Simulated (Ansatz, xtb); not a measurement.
# Two isomers of C6H5NS

We compare I, `N#CC1=C(S)CC=C1`, a singlet, with II, `N#CC1=CC=C(S)C1`, a singlet. Both are isolated molecules in the gas phase, relaxed with B3LYP-D3(BJ)/def2-SVP; the shapes shown needn't be the lowest conformers.

I (Å):

```xyz
13

C     0.0143   -1.1049   -0.2417
C     0.0998    0.2948   -0.0027
C    -0.8596    1.2227   -0.3162
C    -0.3689    2.5846    0.1060
C     0.9879    2.3052    0.6965
C     1.2427    0.9830    0.6264
N    -0.0549   -2.2487   -0.4367
S    -2.3958    0.8892   -1.0783
H    -2.8257    2.1711   -1.0941
H    -1.0584    3.0471    0.8361
H    -0.3190    3.2739   -0.7569
H     1.6398    3.0744    1.1090
H     2.1390    0.4660    0.9692
```

II (Å):

```yaml
atoms:
  - { symbol: C, position_ang: [-0.1873, -1.1391, -0.5630] }
  - { symbol: C, position_ang: [-0.3315, 0.1884, -0.0903] }
  - { symbol: C, position_ang: [-1.2358, 0.6546, 0.8201] }
  - { symbol: C, position_ang: [-1.0456, 2.0792, 1.0263] }
  - { symbol: C, position_ang: [-0.0164, 2.5075, 0.2405] }
  - { symbol: C, position_ang: [0.5345, 1.3439, -0.5437] }
  - { symbol: N, position_ang: [-0.0479, -2.2215, -0.9675] }
  - { symbol: S, position_ang: [0.5881, 4.1493, 0.1419] }
  - { symbol: H, position_ang: [-1.9917, 0.0494, 1.3213] }
  - { symbol: H, position_ang: [-1.6383, 2.6936, 1.7036] }
  - { symbol: H, position_ang: [1.5571, 3.9029, -0.7681] }
  - { symbol: H, position_ang: [1.6015, 1.1698, -0.3199] }
  - { symbol: H, position_ang: [0.4576, 1.5125, -1.6321] }
```

Energies in hartree; the thermal terms are from GFN2-xTB frequencies at re-optimised GFN2-xTB minima (ideal gas, soft modes damped towards free rotors, one conformer each, 298.15 K, 1 atm) and include the zero-point energy:

|  | I | II |
| --- | --- | --- |
| E, CCSD(T)/def2-SVP | −682.873237 | −682.874400 |
| E, MP2/def2-SVP | −682.777778 | −682.778965 |
| E, MP2/def2-TZVPP | −683.471108 | −683.472410 |
| zero-point energy | 0.088104 | 0.088151 |
| H(298 K) − E | 0.096801 | 0.096867 |
| G(298 K) − E | 0.055589 | 0.055600 |

Problem. Correct the CCSD(T) difference for the basis set by the MP2 change, then work out ΔE, ΔE₀, ΔH and ΔG for I → II in kJ/mol (1 Eh = 2625.50 kJ/mol) and the equilibrium ratio [II]/[I].

Solution. 1. Differences II − I: CCSD(T) −0.001163, MP2 in the small set −0.001187, MP2 in the large set −0.001302 Eh.
2. ΔE = −0.001163 + (−0.001302 − (−0.001187)) = −0.001278 Eh = −3.36 kJ/mol.
3. ΔE₀ = ΔE + ΔZPE = −0.001278 + (+0.000047) Eh = −3.23 kJ/mol.
4. ΔH = ΔE + (+0.000066) Eh = −3.18 kJ/mol.
5. ΔG = ΔE + (+0.000011) Eh = −3.33 kJ/mol, so ΔS = (ΔH − ΔG)/T = +0.5 J/(mol K).
6. kT = 0.9442 mEh, so K = [II]/[I] = exp(−ΔG/kT) = exp(+1.34) ≈ 3.8.

The two are too close for this level to say which is favoured. An error of 4 kJ/mol in ΔG would change K by a factor of 5. Mirror images and further conformers aren't counted.

As drawn, both hold the same kinds of bond in the same numbers.

Other levels gave ΔE = −8.7 (GFN2-xTB); +0.7 (HF/STO-3G, GFN2-xTB geometries); −9.7 (r2SCAN-D4/def2-SVP, GFN2-xTB geometries); −7.0 (B3LYP-D3(BJ)/def2-SVP); −6.3 (HF/def2-SVP); −3.1 (MP2/def2-SVP); −3.1 (CCSD(T)/def2-SVP) kJ/mol. The correlated steps freeze 12 core orbitals. Programs: Ansatz 0.2.0, xtb 6.7.1.
